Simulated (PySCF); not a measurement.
**Vibration and rotation of LiTl⁺**

UHF-CCSD(T) constants of LiTl⁺, ²Σ⁺ (doublet), unpaired electrons σ ↑ (PySCF, scalar-relativistic core potentials, basis sets Li def2-SVP, Tl def2-SVP with ECP60; masses 7.0160 and 204.9744 u):

```
ωe   : 174.8 cm⁻¹
ωexe : 0.43 cm⁻¹
Be   : 0.22583 cm⁻¹
αe   : 0.00199 cm⁻¹
```

Problem. What force constant and bond length do these constants imply?

Solution. Reduced mass μred = 6.7838 u; k = 5.8918×10⁻⁷·μred·ωe² (u, cm⁻¹, mdyn/Å) = 0.122 mdyn/Å; Re = √(16.8576/(μred·Be)) (u, cm⁻¹, Å) = 3.317 Å.

Problem. Estimate the centrifugal constant D from the Kratzer relation and find the Dunham coefficient a1.

Solution. D = 4Be³/ωe² = 1.51e-06 cm⁻¹; a1 = −1 − αeωe/(6Be²) = -2.14.

Correlated steps freeze 4 core orbitals. These are scalar-relativistic numbers at best; spin–orbit coupling would shift them, the dissociation energy most. The state is the lowest determinant that a PBE0 search found; another state may lie lower at other levels.
